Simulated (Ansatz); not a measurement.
Computed with Ansatz on PBE0-D4/def2-TZVP structures; ΔE is electronic, products minus reactants. CCSD(T)/CBS adds triple-zeta CCSD(T) − MP2 to the extrapolated MP2 energy (def2 sets, frozen cores). Functionals use def2-TZVPP. Elements past krypton have def2 core potentials. For In outer-core shells are correlated without core-valence functions, which leaves a few kJ/mol of doubt a bond. Each species was taken in one conformer, which may not be the lowest.

Reaction (redistribution): `C[Si](N)(O)O[SiH3]` + `[SiH3][O][InH2]` → `C[SiH](N)O` + `[SiH3][O][InH][O][SiH3]`

Question: Is it downhill or uphill in electronic energy at CCSD(T)/CBS, and by how much? (Estimate.)

Answer: The calculation gave: Uphill: ΔE = +84.2 kJ/mol.

Question: What do these levels give: r2SCAN-D4, PBE0-D4, ωB97M-V, B2PLYP, PBE, r2SCAN, PBE0, MP2/def2-TZVPP, SCS-MP2/def2-TZVPP, CCSD(T)/def2-TZVPP, MP2/def2-QZVPP, MP2/CBS(def2)? (An estimate is asked.)

Answer: The calculation gave: r2SCAN-D4 94.4, PBE0-D4 93.3, ωB97M-V 95.5, B2PLYP 89.1, PBE 85.2, r2SCAN 94.0, PBE0 92.5, MP2/def2-TZVPP 86.8, SCS-MP2/def2-TZVPP 86.1, CCSD(T)/def2-TZVPP 89.6, MP2/def2-QZVPP 83.6, MP2/CBS(def2) 81.4 kJ/mol.

Largest T1 diagnostic among the species: 0.015.

From PBE to PBE0 (25 % exact exchange), in def2-TZVPP and without D4, ΔE moves by +7.2 kJ/mol. In def2-TZVPP, CCSD(T) changes the Hartree–Fock value by −10.8 kJ/mol (the triples alone add −3.1 kJ/mol) and MP2 by −13.7 kJ/mol.
